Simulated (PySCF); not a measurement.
C₅H₇O₂ (SMILES CC(=O)[C]=C(C)O), doublet, geometry from GFN2-xTB; PySCF with PBE0/STO-3G.

PySCF was given this input:
```python
from pyscf import gto, scf, dft

mol = gto.Mole()
mol.atom = '''
    C     2.111952   -0.192210   -0.821613
    C     1.281194    0.658074    0.151110
    O     1.805428    1.472047    0.891062
    C    -0.076551    0.381909    0.011087
    C    -1.146272   -0.368611    0.018294
    C    -2.492712    0.184247   -0.366120
    O    -1.116813   -1.690788    0.382666
    H     3.151196   -0.153488   -0.507571
    H     1.760570   -1.219663   -0.837907
    H     2.013858    0.232444   -1.818397
    H    -3.187793    0.087529    0.468377
    H    -2.887718   -0.368502   -1.219521
    H    -2.409224    1.232807   -0.632969
    H    -2.015480   -2.041660    0.401612
'''
mol.basis = 'sto-3g'
mol.charge = 0
mol.spin = 1
mol.verbose = 4
mol.build()

mf = dft.UKS(mol)
mf.xc = 'pbe0'
mf.diis = False
mf.max_cycle = 100
mf.kernel()
mf.analyze()
```

Task: What does PySCF print? Leave out banner, timings and long lists.

Result: 
```
PySCF version 2.14.0

[INPUT] verbose = 4
[INPUT] num. atoms = 14
[INPUT] num. electrons = 53
[INPUT] charge = 0
[INPUT] spin (= nelec alpha-beta = 2S) = 1
[INPUT] symmetry False subgroup None
[INPUT] Mole.unit = angstrom
[INPUT] Symbol           X                Y                Z      unit          X                Y                Z       unit  Magmom
[...]
nuclear repulsion = 277.9016045716
number of shells = 28
number of NR pGTOs = 126
number of NR cGTOs = 42
basis = sto-3g
ecp = {}

******** <class 'pyscf.dft.uks.UKS'> ********
method = UKS
initial guess = minao
damping factor = 0
level_shift factor = 0
DIIS disabled
SCF conv_tol = 1e-09
SCF conv_tol_grad = None
SCF max_cycles = 100
direct_scf = True
direct_scf_tol = 1e-13
number electrons alpha = 27  beta = 26
XC library pyscf.dft.libxc version 7.1.2
    S. Lehtola, C. Steigemann, M. J. T. Oliveira, and M. A. L. Marques,  SoftwareX 7, 1–5 (2018)
XC functionals = pbe0
    C. Adamo and V. Barone,  J. Chem. Phys. 110, 6158 (1999)
    M. Ernzerhof and G. E. Scuseria,  J. Chem. Phys. 110, 5029 (1999)
radial grids:
    Treutler-Ahlrichs [JCP 102, 346 (1995); DOI:10.1063/1.469408] (M4) radial grids

becke partition: Becke, JCP 88, 2547 (1988); DOI:10.1063/1.454033
pruning grids: <function nwchem_prune>
grids dens level: 3
symmetrized grids: False
atomic radii adjust function: <function treutler_atomic_radii_adjust>
small_rho_cutoff = 0
Set gradient conv threshold to 3.16228e-05
tot grids = 167416
init E= -341.414279907699

cycle= 1 E= -340.031564970717  delta_E= 1.38  |g|= 0.53  |ddm|= 3.55
cycle= 2 E= -338.421815878876  delta_E= 1.61  |g|= 1.65  |ddm|= 2.59
cycle= 3 E= -336.899355522056  delta_E= 1.52  |g|= 1.86  |ddm|= 4.21
cycle= 4 E= -309.400588052325  delta_E= 27.5  |g|= 3.54  |ddm|= 10.3
cycle= 5 E= -290.323060812052  delta_E= 19.1  |g|= 3.05  |ddm|=   15
cycle= 6 E= -261.731712695991  delta_E= 28.6  |g|= 1.82  |ddm|= 17.7
cycle= 7 E= -272.268439181836  delta_E= -10.5  |g|= 2.41  |ddm|= 18.2
cycle= 8 E= -262.479859073792  delta_E= 9.79  |g|= 2.31  |ddm|= 18.3
cycle= 9 E= -272.16135088352  delta_E= -9.68  |g|= 2.47  |ddm|= 18.2
cycle= 10 E= -262.521257651356  delta_E= 9.64  |g|= 2.34  |ddm|= 18.2
cycle= 11 E= -272.147681747656  delta_E= -9.63  |g|= 2.48  |ddm|= 18.2
cycle= 12 E= -262.52695556497  delta_E= 9.62  |g|= 2.34  |ddm|= 18.2
cycle= 13 E= -272.145655191087  delta_E= -9.62  |g|= 2.48  |ddm|= 18.2
cycle= 14 E= -262.527809358068  delta_E= 9.62  |g|= 2.35  |ddm|= 18.2
cycle= 15 E= -272.145349245319  delta_E= -9.62  |g|= 2.48  |ddm|= 18.2
cycle= 16 E= -262.527938464591  delta_E= 9.62  |g|= 2.35  |ddm|= 18.2
cycle= 17 E= -272.145302933679  delta_E= -9.62  |g|= 2.48  |ddm|= 18.2
cycle= 18 E= -262.527958012559  delta_E= 9.62  |g|= 2.35  |ddm|= 18.2
cycle= 19 E= -272.145295920566  delta_E= -9.62  |g|= 2.48  |ddm|= 18.2
cycle= 20 E= -262.527960972878  delta_E= 9.62  |g|= 2.35  |ddm|= 18.2
cycle= 21 E= -272.145294858486  delta_E= -9.62  |g|= 2.48  |ddm|= 18.2
cycle= 22 E= -262.527961421198  delta_E= 9.62  |g|= 2.35  |ddm|= 18.2
cycle= 23 E= -272.145294697638  delta_E= -9.62  |g|= 2.48  |ddm|= 18.2
cycle= 24 E= -262.527961489093  delta_E= 9.62  |g|= 2.35  |ddm|= 18.2
cycle= 25 E= -272.145294673281  delta_E= -9.62  |g|= 2.48  |ddm|= 18.2
cycle= 26 E= -262.527961499376  delta_E= 9.62  |g|= 2.35  |ddm|= 18.2
cycle= 27 E= -272.145294669592  delta_E= -9.62  |g|= 2.48  |ddm|= 18.2
cycle= 28 E= -262.527961500933  delta_E= 9.62  |g|= 2.35  |ddm|= 18.2
cycle= 29 E= -272.145294669033  delta_E= -9.62  |g|= 2.48  |ddm|= 18.2
cycle= 30 E= -262.527961501169  delta_E= 9.62  |g|= 2.35  |ddm|= 18.2
cycle= 31 E= -272.145294668948  delta_E= -9.62  |g|= 2.48  |ddm|= 18.2
cycle= 32 E= -262.527961501205  delta_E= 9.62  |g|= 2.35  |ddm|= 18.2
cycle= 33 E= -272.145294668935  delta_E= -9.62  |g|= 2.48  |ddm|= 18.2
cycle= 34 E= -262.52796150121  delta_E= 9.62  |g|= 2.35  |ddm|= 18.2
cycle= 35 E= -272.145294668933  delta_E= -9.62  |g|= 2.48  |ddm|= 18.2
[...]
cycle= 100 E= -262.527961501211  delta_E= 9.62  |g|= 2.35  |ddm|= 18.2
SCF not converged.
SCF energy = -262.527961501211 after 100 cycles  <S^2> = 0.75026938  2S+1 = 2.0002694
**** SCF Summaries ****
Total Energy =                        -262.527961501211053
Nuclear Repulsion Energy =             277.901604571600046
One-electron Energy =                -1003.401303662375767
Two-electron Energy =                  462.971737589564668
Two-electron Coulomb Energy =          513.024977740109875
DFT Exchange-Correlation Energy =      -50.053240150545207
**** MO energy ****
                             alpha | beta                alpha | beta
[...]
To work with the spin densities directly, `use mulliken_meta_spin()` only printing them here.

 ** Mulliken spin pop alpha/beta on meta-lowdin orthogonal AOs **
 ** Mulliken Spin Density (per AO)  **
spin_pop of  0 C 1s        0.00000
spin_pop of  0 C 2s        0.00272
spin_pop of  0 C 2px       0.00202
spin_pop of  0 C 2py       0.00055
spin_pop of  0 C 2pz       0.00001
spin_pop of  1 C 1s        0.00000
spin_pop of  1 C 2s        0.03887
spin_pop of  1 C 2px       0.04242
spin_pop of  1 C 2py      -0.00025
spin_pop of  1 C 2pz       0.00029
spin_pop of  2 O 1s        0.00000
spin_pop of  2 O 2s        0.03374
spin_pop of  2 O 2px       0.00071
spin_pop of  2 O 2py       0.00157
spin_pop of  2 O 2pz       0.00230
spin_pop of  3 C 1s        0.00009
spin_pop of  3 C 2s        0.19884
spin_pop of  3 C 2px       0.54217
spin_pop of  3 C 2py       0.07866
spin_pop of  3 C 2pz       0.00063
spin_pop of  4 C 1s        0.00000
spin_pop of  4 C 2s        0.01052
spin_pop of  4 C 2px       0.00331
spin_pop of  4 C 2py       0.00263
spin_pop of  4 C 2pz      -0.00000
spin_pop of  5 C 1s        0.00000
spin_pop of  5 C 2s        0.00000
spin_pop of  5 C 2px       0.00000
spin_pop of  5 C 2py       0.00001
spin_pop of  5 C 2pz       0.00000
spin_pop of  6 O 1s        0.00000
spin_pop of  6 O 2s        0.00001
spin_pop of  6 O 2px       0.00001
spin_pop of  6 O 2py       0.00002
spin_pop of  6 O 2pz       0.00000
spin_pop of  7 H 1s        0.00051
spin_pop of  8 H 1s        0.03456
spin_pop of  9 H 1s        0.00304
spin_pop of  10 H 1s        0.00000
spin_pop of  11 H 1s        0.00000
spin_pop of  12 H 1s        0.00001
spin_pop of  13 H 1s        0.00000
 ** Mulliken Spin Density (per atom)  **
spin density of  0 C =      0.00530
spin density of  1 C =      0.08134
spin density of  2 O =      0.03832
spin density of  3 C =      0.82039
spin density of  4 C =      0.01646
spin density of  5 C =      0.00001
spin density of  6 O =      0.00004
spin density of  7 H =      0.00051
spin density of  8 H =      0.03456
spin density of  9 H =      0.00304
spin density of  10 H =      0.00000
spin density of  11 H =      0.00000
spin density of  12 H =      0.00001
spin density of  13 H =      0.00000
 ** Mulliken pop alpha/beta on meta-lowdin orthogonal AOs **
 ** Mulliken pop       alpha | beta **
In total            27.00000 | 26.00000
 ** Mulliken atomic charges   ( Nelec_alpha | Nelec_beta ) **
charge of  0C =      3.99379  (     1.00576      1.00045 )
charge of  1C =      3.88569  (     1.09783      1.01648 )
charge of  2O =      5.96152  (     1.03840      1.00008 )
charge of  3C =     -2.82377  (     4.82208      4.00169 )
charge of  4C =     -3.97688  (     4.99667      4.98021 )
charge of  5C =     -3.99998  (     4.99999      4.99998 )
charge of  6O =     -1.99993  (     4.99999      4.99994 )
charge of  7H =      0.99945  (     0.00053      0.00002 )
charge of  8H =      0.96337  (     0.03559      0.00104 )
charge of  9H =      0.99672  (     0.00316      0.00012 )
charge of  10H =     -1.00000  (     1.00000      1.00000 )
charge of  11H =     -1.00000  (     1.00000      1.00000 )
charge of  12H =     -0.99999  (     1.00000      0.99999 )
charge of  13H =     -1.00000  (     1.00000      1.00000 )
Dipole moment(X, Y, Z, Debye): 285.65286, 65.98024,  5.31198
```

The run did not converge; its last values are not results.
